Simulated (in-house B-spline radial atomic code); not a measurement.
Values are calculated unless marked as measured or tabulated.
# Making a Troullier-Martins d channel for Rb, r_c = 1.66 bohr

Rb, [Kr] 5s1, non-relativistic PBE, spherical and spin-unpolarised, from a B-spline radial code for spherical atoms (atomic units). The all-electron 3d level is ε = -3.906397 hartree and its outer maximum at 0.39 bohr.

Inside r_c the pseudo-orbital is u(r) = r^3 exp(p(r)), with p = c0 + c2 r² + c4 r⁴ + … + c12 r¹². The seven coefficients follow from p and its first four derivatives at r_c, from zero curvature of the screened potential at the origin, c4 = −c2²/(2l + 5), and from the norm inside r_c. At r_c the all-electron orbital has P = 0.08962818, P' = -0.2414014, the screened potential V = -1.473155, V' = 2.084152, V'' = -3.89576, and the norm inside is Q = 0.9985241.

(1) What are p, p' and p'' at r_c?

For a trial c2 the five matching conditions are linear in c0, c6, c8, c10 and c12, and c2 is varied until the norm inside r_c equals Q. The root nearest zero gives:

```csv
n,c_n
0,3.340652
2,-3.660189
4,-1.488554
6,2.084346
8,-0.8905001
10,0.173643
12,-0.01311361
```

(2) Check c4 and p(r_c), and find the screened pseudopotential at the origin.

Orbitals and screened potentials:

```csv
r (bohr),P,u,V all-electron,V pseudo
0.166,0.715,0.1166,-125.0,-29.44
0.415,1.38,1.038,-27.06,-26.8
0.664,1.021,1.429,-10.64,-17.14
0.913,0.604,0.8395,-5.414,-5.037
1.162,0.3301,0.3701,-3.256,0.07921
1.411,0.1739,0.1753,-2.139,-0.942
1.66,0.08963,0.08963,-1.473,-1.473
```

Logarithmic derivatives P'/P at R = 1.96 bohr, for energies E around ε:

```
E − ε (hartree)  all-electron    pseudo
           -0.5       2.82794   2.86526
          -0.25       2.69392   2.73475
           -0.1       2.50794   2.54941
              0      -2.74075  -2.74156
            0.1        2.8986   2.95247
           0.25       2.69324   2.74795
            0.5       2.54724   2.60769
```

Answers

(1) p = ln(P/r_c^3) = ln(0.08962818/4.5743) = -3.93254. p' = P'/P − 3/r_c = -2.69336 − 1.80723 = -4.50059. The radial equation gives p'' = 2(V − ε) − 2(3) p'/r_c − p'² = 4.86648 − (-16.26721) − 20.25535 = 0.87834. Differentiating, p''' = 2V' + 2(3)p'/r_c² − 2(3)p''/r_c − 2p'p'' = -0.89981, and p'''' = 2V'' − 4(3)p'/r_c³ + 4(3)p''/r_c² − 2(3)p'''/r_c − 2p''² − 2p'p''' = 1.4501.

(2) −c2²/9 = -1.48855, as listed. The terms c_n r_c^n are 3.34065, -10.08602, -11.30308, 43.61325, -51.34506, 27.58914, -5.74142, which sum to -3.93254. Inverting the radial equation, V_l(r) = ε + 3 p'/r + (p'' + p'²)/2, so V_l(0) = ε + (2l + 3) c2 = -3.906397 + 7 × (-3.66019) = -29.5277 hartree, finite where the all-electron potential diverges.
